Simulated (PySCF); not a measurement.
Si(F)(I)(Me)2 (C₂H₆FISi), SMILES [Si](F)(C)(I)C.

Coordinates come from a B3LYP-D3(BJ)/def2-SVP optimisation. The def2 effective core potentials stand for the cores of I; spin–orbit coupling is left out.

All values below come from PySCF with PBE/def2-TZVP.

Symmetry labels are those of the subgroup Cs that the program uses (full group Cs).

Computed valence orbital energies around the gap with their symmetry:
| orbital | symmetry | energy (eV) |
|---|---|---|
| HOMO−7 | A" | -10.15 |
| HOMO−6 | A' | -10.10 |
| HOMO−5 | A' | -9.85 |
| HOMO−4 | A" | -9.71 |
| HOMO−3 | A" | -8.00 |
| HOMO−2 | A' | -7.80 |
| HOMO−1 | A' | -6.53 |
| HOMO | A" | -6.43 |
| LUMO | A' | -0.91 |
| LUMO+1 | A' | -0.07 |
| LUMO+2 | A' | 0.14 |
| LUMO+3 | A" | 0.74 |
